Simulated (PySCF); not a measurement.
**Calculated NMR parameters of C[Si](N)(N)P**

* Formula: CH9N2PSi
* SMILES: C[Si](N)(N)P
* InChI: InChI=1S/CH9N2PSi/c1-5(2,3)4/h2-4H2,1H3
* Point group of the computed structure: C1
* Carbon signals: 1
* Proton signals: 3

Bonds (- single, = double, # triple, : aromatic): C1-Si2 1.906 Å, Si2-N3 1.727 Å, Si2-N4 1.732 Å, Si2-P5 2.271 Å. C1 carries H6, H7, H8; N3 carries H9, H10; N4 carries H11, H12; P5 carries H13, H14.

PySCF calculation with NMR shieldings at PBE0/pcSseg-1/GIAO and structure optimised with GFN2-xTB; a single conformation, rapidly exchanging positions averaged, non-relativistic, in vacuum.

Referencing at the same level of theory: ¹H, ¹³C, ²⁹Si against TMS; ³¹P vs H3PO4; ¹⁵N vs NH3.

| carbon | δC, type | δH (multiplicity) | HMBC from (2–3 bonds) | span of the C tensor (ppm) |
| --- | --- | --- | --- | --- |
| C1 | 5.2, CH3 | 0.12 (m) | H13/H14 | 22 |

Other nuclei:
```csv
atoms,nucleus,environment,δ (ppm),σ (ppm)
H13/H14,¹H,hydrogen on a phosphorus bonded to Si,0.92,30.80
H9/H10/H11/H12,¹H,hydrogen on a nitrogen bonded to Si,0.45,31.27
P5,³¹P,"phosphorus bonded to Si, 2 H",-267.5,585.8
Si2,²⁹Si,"silicon bonded to C, 2 N, P",2.0,347.1
N3/N4,¹⁵N,"nitrogen bonded to Si, 2 H",32.3,235.4
```

δH 0.92: hydrogen on a phosphorus bonded to Si. δH 0.45: hydrogen on a nitrogen bonded to Si; labile proton, position sensitive to the medium. δH 0.12: hydrogen on a methyl carbon bonded to Si; an electropositive neighbour shields it, as in TMS itself.

The OH or NH signal is concentration- and solvent-dependent in practice; the value given is the gas-phase one. Splittings by ³¹P in the carbon and heteronuclear signals aren't shown, as no couplings were computed. Shifts are as computed. Against solution values, carbons near 30 ppm lie about +3 ppm off and those near 130 ppm about +5 ppm (rms about the fit 2.1 ppm; single classes can miss by 10 ppm). Of 1328 compounds with measured shifts, 309 miss one by over three times the rms of a fit or turn the order of signals round; such compounds aren't used in these exercises. Signals without a measured value on file couldn't be tested in this way; 1H shifts scatter by 0.2 ppm about their fit, and single ones miss by 0.5 ppm. Experimental scales use liquid or dissolved standards, which lie at an offset from isolated NH3 (liquid NH3: subtract about 20 ppm) and H3PO4. Multiplicities follow the n + 1 count of equivalent neighbours, as no J values were calculated; m marks all less simple cases, F and P coupling included.
